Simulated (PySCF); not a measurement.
# A small calculation by hand: oscillator strength and radiative lifetime

C₃H₉BN₂, SMILES C(=C)CB(N)N.

Geometry: TPSSh-D3(BJ)/def2-SVP. This is a generated structure with no PubChem entry under its InChIKey; it may be hypothetical. The values are those of a single conformer.

TDA-LC-ωPBE/def2-SVPD in PySCF puts the first singlet state with f over 0.02 at 7.56 eV (vertical), with the transition dipole (-0.917, 1.134, 0.145) in atomic units.

Find the oscillator strength, the wavelength and the radiative lifetime that this transition would have in vacuum if emission retraced absorption.


|μ|² = 2.1479 au, so |μ| = 3.73 D. ΔE = 7.56/27.211 = 0.2778 hartree. f = (2/3) ΔE |μ|² = 0.398 (the program prints 0.398).
λ = 1239.84/7.56 = 164 nm; ν = 60975 cm⁻¹.
Einstein's coefficient A = 0.6670 ν² f s⁻¹ (ν in cm⁻¹) = 9.9e8 s⁻¹, so τ = 1/A = 1.0 ns. This state is S2; the lower singlet has f = 0.001. The figure is the radiative limit of this one transition; relaxation, internal conversion, crossing to triplets and a medium change what is measured.
